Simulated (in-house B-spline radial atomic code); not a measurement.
The numbers below are computed, except where a source is named.
## Se⁵⁺ at several levels of theory

Ground configuration [Ar] 3d10 4s1. All numbers come from an all-electron radial atomic-structure program (B-spline basis), all electrons, at the radial basis limit. Mean-field, RPA, GW and linear-response runs are scalar-relativistic (one-electron X2C), no spin-orbit coupling, without Breit or QED terms, open shells spin-polarised at highest spin; the many-body runs on Dirac-Hartree-Fock orbitals are four-component, and their energies hold both.

**Ionisation energy.** The reference is 81.83 ± 0.03 eV (NIST, measured).

```json
{"method": "minus the highest LDA VWN5 level", "value (eV)": "76.81", "minus reference (eV)": "-5.02"}
{"method": "LDA VWN5, difference of total energies", "value (eV)": "83.40", "minus reference (eV)": "+1.57"}
{"method": "minus the highest PBE level", "value (eV)": "76.37", "minus reference (eV)": "-5.46"}
{"method": "PBE, difference of total energies", "value (eV)": "83.10", "minus reference (eV)": "+1.27"}
{"method": "G0W0 on PBE", "value (eV)": "82.97", "minus reference (eV)": "+1.14"}
{"method": "exact exchange + RPA on PBE", "value (eV)": "82.58", "minus reference (eV)": "+0.75"}
{"method": "exact exchange + RPA + SOSEX on PBE", "value (eV)": "81.79", "minus reference (eV)": "-0.04"}
{"method": "minus the highest r2SCAN level", "value (eV)": "76.70", "minus reference (eV)": "-5.13"}
{"method": "r2SCAN, difference of total energies", "value (eV)": "82.47", "minus reference (eV)": "+0.64"}
{"method": "minus the highest PBE0 level", "value (eV)": "77.66", "minus reference (eV)": "-4.17"}
{"method": "PBE0, difference of total energies", "value (eV)": "82.62", "minus reference (eV)": "+0.79"}
{"method": "G0W0 on PBE0", "value (eV)": "82.81", "minus reference (eV)": "+0.98"}
{"method": "minus the highest B3LYP (VWN-RPA) level", "value (eV)": "77.75", "minus reference (eV)": "-4.08"}
{"method": "B3LYP (VWN-RPA), difference of total energies", "value (eV)": "83.21", "minus reference (eV)": "+1.38"}
{"method": "minus the highest CAM-B3LYP level", "value (eV)": "79.57", "minus reference (eV)": "-2.26"}
{"method": "minus the highest LC-wPBE level", "value (eV)": "81.01", "minus reference (eV)": "-0.82"}
{"method": "minus the highest Hartree-Fock level", "value (eV)": "80.88", "minus reference (eV)": "-0.95"}
{"method": "Hartree-Fock, difference of total energies", "value (eV)": "80.76", "minus reference (eV)": "-1.07"}
{"method": "G0W0 on Hartree-Fock", "value (eV)": "82.43", "minus reference (eV)": "+0.60"}
{"method": "MP2, difference of total energies", "value (eV)": "81.98", "minus reference (eV)": "+0.15"}
{"method": "Brueckner orbital with screened correlation (4s1/2)", "value (eV)": "81.82", "minus reference (eV)": "-0.01"}
```

(1) Which methods come closest, and which lies farthest off?

Run times on one thread of shared hosts: mean field, RPA, SOSEX and G0W0 on PBE, for the atom and its ion, 6.8 s (Intel Xeon Platinum 8259CL CPU @ 2.50GHz (Skylake/Cascade Lake)); Brueckner orbitals with all properties, 110 s (Arm Neoverse V2).

## Answers

(1) Closest: Brueckner orbital with screened correlation (4s1/2) (-0.01 eV) and exact exchange + RPA + SOSEX on PBE (-0.04 eV). Farthest: minus the highest PBE level (-5.46 eV). The PBE level misses by -5.5 eV while the PBE energy difference misses by +1.27 eV: the semilocal potential lacks the −1/r tail and the energy is convex in the electron number, but total energies at whole numbers are far better.
